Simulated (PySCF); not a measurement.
A side-by-side comparison of computed properties.

First species: C2H10FNSi2.
Numbering: `[CH3:1][NH:2][Si@H:3]([CH3:4])[SiH2:5][F:6]` (hydrogens: H7, H8, H9 on C1; H10 on N2; H11 on Si3; H12, H13, H14 on C4; H15, H16 on Si5)

Second species: C₂H₁₀FNSi₂.
Cartesian coordinates in Å at the GFN2-xTB level; atoms count from 1:
```xyz
16
C2H10FNSi2 angstrom
C     -2.2310    0.7888   -0.3723
C     -1.6869   -0.6272   -0.3292
F     -1.7379   -1.0813    0.9930
Si     0.1398   -0.7858   -0.9183
Si     1.4905    0.3144    0.5963
N      3.0784    0.1999   -0.0712
H     -2.2617    1.1297   -1.4036
H     -1.5937    1.4575    0.2031
H     -3.2376    0.8307    0.0420
H     -2.3569   -1.2983   -0.8777
H      0.1168   -0.2815   -2.3007
H      0.3760   -2.2339   -1.0447
H      1.2724    1.7660    0.6803
H      1.3710   -0.2004    1.9736
H      3.4320   -0.6983   -0.3570
H      3.8213    0.7285    0.3561
```

Levels: CAM-B3LYP/def2-SVPD for dipole moment, HOMO energy, LUMO energy, HOMO–LUMO gap, static isotropic polarisability and electronic spatial extent ⟨r²⟩ about the centre of nuclear charge; TDDFT CAM-B3LYP/def2-SVPD for lowest singlet excitation; TDA CAM-B3LYP/def2-SVPD for lowest triplet excitation (Tamm–Dancoff); GFN2-xTB for rotational constant A and rotational constant C. Geometries: GFN2-xTB. All species are isolated and taken at one optimised geometry, non-relativistic unless stated; the electronic structure was computed with PySCF and density fitting.

Dipoles, sizes and rotational constants follow the conformer. The torsions of the flexible species, by atom-mapped SMILES:
- `[CH3:1][NH:2][Si@H:3]([CH3:4])[SiH2:5][F:6]`: C1–N2–Si3–C4 177°, N2–Si3–Si5–F6 179°
- `[CH3:1][C@H:2]([F:3])[SiH2:4][SiH2:5][NH2:6]`: C1–C2–Si4–Si5 67°, C2–Si4–Si5–N6 -177°, H–N6–Si5–Si4 -51°, H–N6–Si5–Si4 171°

Which of the two has the higher S1 energy, and by how much?

The second: 5.81 eV against 5.27 eV, a difference of 0.54 eV.

Which of the two has the higher T1 energy, and by how much?

The second: 5.45 eV against 4.97 eV, a difference of 0.48 eV.

Which of the two has the higher rotational constant C, and by how much?

The second: 1.058 GHz against 1.029 GHz, a difference of 0.029 GHz.

Which of the two has the higher HOMO energy, and by how much?

The first: -8.22 eV against -8.78 eV, a difference of 0.56 eV.

Which has the higher ⟨r²⟩?

The second: 1209 bohr² against 1168 bohr², a difference of 41 bohr².

Which of the two has the higher static isotropic polarisability, and by how much?

The second: 89.0 au against 86.1 au, a difference of 2.9 au.

Which of the two has the higher dipole moment, and by how much?

The first: 2.95 D against 1.53 D, a difference of 1.42 D.

Which has the higher HOMO–LUMO gap?

The second: 9.20 eV against 8.52 eV, a difference of 0.68 eV.

On the first: The polarisability is 12.76 Å³ as a volume (1 au = 0.148185 Å³), or 1.31 au for each of the 66 electrons. S1 lies 3.25 eV below the HOMO–LUMO gap; its leading configuration is HOMO→LUMO, weight 0.92.

On the second: The dipole matches unit charges of opposite sign 0.32 Å apart (1 e·Å = 4.8032 D). No computed singlet falls in the visible range (750 to 380 nm, 1.65 to 3.26 eV); S1 lies 2.55 eV above its blue end.
